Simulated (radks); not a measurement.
The gallium ion Ga13+, 18 electrons, occupied as [Ar]. Calculated with a radial shooting solver on a logarithmic mesh with Libxc functionals: scalar-relativistic Kohn-Sham, LDA (Slater exchange, Perdew-Wang correlation), spin-polarised, spherical densities, point nucleus. Some entries of the table are withheld. Estimate them.

orbital  occ.  eigenvalue (hartree)  <r> (bohr)  <1/r> (bohr^-1)
1s          2                   (1)     0.04869            31.25
2s          2                   (2)      0.2173            6.859
2p          6             -55.88399      0.1901            6.725
3s          2             -18.54677      0.5799            2.489
3p          6             -16.69359         (3)            2.395
3d          0             -13.86382      0.5383            2.233
4s          0              -8.42411       1.190            1.197

Answer. 
(1) 1s eigenvalue (hartree): -390.4904
(2) 2s eigenvalue (hartree): -61.81475
(3) 3p <r> (bohr): 0.5762
